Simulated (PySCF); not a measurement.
**EPR parameters of C4H4NO2**

Species: C4H4NO2 (doublet state).
Geometry (GFN2-xTB, Å), atoms numbered from 1 in this order:
```
atom  x, y, z in Å
O1    -2.600   -0.352   -0.131
C2    -1.553    0.481   -0.025
C3    -0.243    0.025   -0.011
C4     0.983    0.769    0.097
C5     1.943   -0.183    0.059
O6     1.396   -1.402   -0.059
N7     0.046   -1.286   -0.103
H8    -2.261   -1.259   -0.190
H9    -1.810    1.523    0.048
H10    1.091    1.829    0.186
H11    3.013   -0.141    0.104
```

The hyperfine couplings belong to this conformer and change with its torsions.

Identity: `O[CH]C1=NOC=C1` [radical].

Theory: UKS B3LYP, pcH-1 on C H N O, non-relativistic, mean-field spin-orbit, GIAO in PySCF 2.14.0. The structure is a single GFN2-xTB conformer in the gas phase; no vibrational or solvent corrections. The geometry wasn't refined by DFT: couplings that depend on bond lengths, twists or pyramidal angles can differ widely from those at the functional's own minimum. The SCF solution wasn't tested for stability.

```json
{"g1, g2, g3": "2.00204, 2.00405, 2.00524", "g_iso": "2.00377", "Form of g": "rhombic: the two nearest values differ by 37 % of g3 − g1", "⟨S²⟩": "0.7682 (exact 0.7500)", "α and β electrons": "26, 25", "HOMO–LUMO gap, α and β orbitals": "4.62, 5.21 eV", "Basis functions": "215"}
```

Hyperfine couplings atom by atom, in MHz; T1 to T3 are the principal values of the dipolar part; ρ(0) is the spin density at the nucleus:

```json
{"atom": "O1", "isotope": "17O", "a_iso": "-18.0", "T1": "-59.1", "T2": "28.6", "T3": "30.5", "Mulliken spin population": "0.12", "ρ(0) (bohr⁻³)": "0.0296"}
{"atom": "C2", "isotope": "13C", "a_iso": "54.2", "T1": "-56.4", "T2": "-55.1", "T3": "111.4", "Mulliken spin population": "0.63", "ρ(0) (bohr⁻³)": "0.0482"}
{"atom": "C3", "isotope": "13C", "a_iso": "-40.8", "T1": "-16.3", "T2": "5.5", "T3": "10.8", "Mulliken spin population": "-0.13", "ρ(0) (bohr⁻³)": "-0.0363"}
{"atom": "C4", "isotope": "13C", "a_iso": "8.6", "T1": "-6.4", "T2": "-5.2", "T3": "11.7", "Mulliken spin population": "0.08", "ρ(0) (bohr⁻³)": "0.0076"}
{"atom": "C5", "isotope": "13C", "a_iso": "-11.7", "T1": "-12.6", "T2": "5.7", "T3": "6.9", "Mulliken spin population": "-0.07", "ρ(0) (bohr⁻³)": "-0.0104"}
{"atom": "O6", "isotope": "17O", "a_iso": "-10.9", "T1": "-34.6", "T2": "16.3", "T3": "18.3", "Mulliken spin population": "0.07", "ρ(0) (bohr⁻³)": "0.0179"}
{"atom": "N7", "isotope": "14N", "a_iso": "15.6", "T1": "-18.1", "T2": "-16.8", "T3": "34.8", "Mulliken spin population": "0.34", "ρ(0) (bohr⁻³)": "0.0483"}
{"atom": "H8", "isotope": "1H", "a_iso": "-10.8", "T1": "-8.9", "T2": "-8.5", "T3": "17.4", "Mulliken spin population": "-0.01", "ρ(0) (bohr⁻³)": "-0.0024"}
{"atom": "H9", "isotope": "1H", "a_iso": "-47.3", "T1": "-26.4", "T2": "-1.6", "T3": "28.0", "Mulliken spin population": "-0.03", "ρ(0) (bohr⁻³)": "-0.0106"}
{"atom": "H10", "isotope": "1H", "a_iso": "-5.3", "T1": "-2.4", "T2": "-1.8", "T3": "4.2", "Mulliken spin population": "0.00", "ρ(0) (bohr⁻³)": "-0.0012"}
{"atom": "H11", "isotope": "1H", "a_iso": "3.9", "T1": "-1.8", "T2": "-0.5", "T3": "2.3", "Mulliken spin population": "0.00", "ρ(0) (bohr⁻³)": "0.0009"}
```

The Mulliken spin populations are largest on C2 (+0.63), N7 (+0.34), C3 (-0.13) and O1 (+0.12). The angles at C2 add up to 360.0°, so it is planar; its axial dipolar tensor and the negative coupling of its proton fit spin in a p orbital normal to that plane.

Axes: g1 is normal to the molecular plane and g2 points within 2° of the O1–C2 bond.

Under fast tumbling the dipolar parts average out, and these isotropic splittings remain: 1 × 1H (H9, I = 1/2, 2 lines) with 1.69 mT, 1 × 14N (N7, I = 1, 3 lines) with 0.56 mT, 1 × 1H (H8, I = 1/2, 2 lines) with 0.39 mT, 1 × 1H (H10, I = 1/2, 2 lines) with 0.19 mT and 1 × 1H (H11, I = 1/2, 2 lines) with 0.14 mT.

The 13C coupling of C2 (54.2 MHz) shows only in satellite lines or after enrichment, since that isotope makes up about 1.07 % of natural carbon.

The 17O coupling of O1 (-18.0 MHz) shows only in satellite lines or after enrichment, since that isotope makes up about 0.038 % of natural oxygen.

The spin density at the nucleus, in bohr⁻³, is negative for C3 (-0.0363), H9 (-0.0106) and C5 (-0.0104), for instance. A restricted open-shell determinant has no negative spin density anywhere; here it arises because α and β orbitals differ (spin polarisation).
